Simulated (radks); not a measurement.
These are the eigenvalues of the occupied orbitals of an atom or ion with whole-number occupations (eV). Method: scalar-relativistic Kohn-Sham, BLYP, spin-unpolarised, spherical densities, finite nucleus; Fermi nuclear charge, rms radius of each element as measured or else 0.836 A^(1/3) + 0.57 fm; computed with a radial shooting solver on a logarithmic mesh with Libxc functionals.

orbital  eigenvalue
1s        -61307.49
2s        -10449.44
2p        -9220.142
3s        -2413.545
3p        -2042.876
3d        -1590.993
4s        -534.2700
4p        -412.2941
4d        -251.5781
5s        -120.0271
5p         -89.3678
4f         -74.5134

Which element is it, and in what charge state? The configuration may be excited.

Answer. Z = 70, ytterbium, charge +5: Yb5+ in [Kr] 4d10 4f12 5s2 5p5. The list shows which subshells hold electrons but not how many an open one holds; the 1s level, -2253 hartree, gives Z - s = 67.1 by -(Z - s)^2/2, which with screening and relativity narrows Z to a few neighbours, and the depths of the outer levels then fix element, charge and occupations together.
